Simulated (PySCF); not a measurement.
All values below come from PySCF with PBE-D3(BJ)/def2-TZVP // r2SCAN-D4/def2-TZVP. Gas-phase values, no solvent. 

Reference species (SMILES): `[GeH3]` (neutral, multiplicity 2).

The dipole moment comes out as 0.02 D.

Changed species: `F[Si](F)F` (radical fragment; the reference has radical fragment).

Question: Predict the effect on the dipole moment.

Answer: the dipole moment rises by 1.00 D, to 1.02 D.
